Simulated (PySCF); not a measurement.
Sn(H)3(NCO) (CH3NOSn), SMILES O=C=[N][SnH3]. Atoms are numbered in the order given.

```xyz
7

Sn    -0.8942    -0.0887    -0.0179
N      1.0893     0.3059    -0.1194
C      2.2736     0.2270     0.0444
O      3.4373     0.1820     0.1824
H     -1.1827    -0.7281     1.5388
H     -1.6573     1.4144    -0.2696
H     -1.2127    -1.2106    -1.2634
```
Charge 0, spin multiplicity 1.

Geometry optimised at PBE0-D3(BJ)/def2-SVP. The def2 effective core potentials stand for the cores of Sn; spin–orbit coupling is left out.

Method: HF/def2-TZVPD run with PySCF.

Gas-phase values at a fixed geometry.

```
Property                                                                                                       Result
---------------------------------------------------------------------------------------------  ----------------------
total energy                                                                                       -382.35788 hartree
highest occupied level                                                                                      -11.48 eV
lowest empty level                                                                                            1.23 eV
orbital gap                                                                                                  12.71 eV
dipole moment                                                                                                  4.24 D
quadrupole, principal values (traceless, Buckingham form, about the centre of nuclear charge)  -11.19, 5.47, 5.72 D·Å
mean static polarisability                                                                       56.9 bohr³ (8.44 Å³)
polarisability, principal values                                                               48.5, 48.6, 73.7 bohr³
```
